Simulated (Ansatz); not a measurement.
CH$_{5}$BrOSi$_{2}$ (`[SiH3]C1(Br)O[SiH2]1`), relaxed with RKS PBE0-D4/def2-TZVP in Ansatz 0.2.0 from a PBE-D4/def2-SVP geometry. The force threshold is 0.005 eV/Å; the program also tests the step.

The species carries charge 0 and has multiplicity 1.

Start:

```xyz
10

Si   -0.203   -1.450    0.702
C     0.521    0.125   -0.076
Br    2.341   -0.252   -0.809
O     0.455    1.320    0.711
Si   -0.373    1.575   -0.791
H    -1.594   -1.125    1.177
H    -0.262   -2.528   -0.340
H     0.648   -1.880    1.862
H    -1.850    1.760   -0.660
H     0.317    2.456   -1.775
```

(1) By how much does the energy fall, and how many steps does the optimiser take? (Estimate.)

(2) Which bonds change most? (An estimate is asked.)

(3) Give the relaxed structure. (An estimate is asked.)

Answers

(1) Ansatz gave: 7.54 kJ/mol, in 8 steps, 1 of them rejected.

(2) Ansatz gave: O4–Si5 from 1.735 to 1.674 Å; C2–Br3 from 1.997 to 1.956 Å; C2–Si5 from 1.847 to 1.814 Å; Si1–C2 from 1.900 to 1.876 Å.

(3) Ansatz gave: 
```xyz
10

Si   -0.204   -1.433    0.692
C     0.514    0.111   -0.096
Br    2.304   -0.247   -0.798
O     0.451    1.319    0.693
Si   -0.355    1.561   -0.754
H    -1.578   -1.106    1.157
H    -0.256   -2.503   -0.332
H     0.637   -1.852    1.840
H    -1.819    1.725   -0.654
H     0.305    2.427   -1.748
```
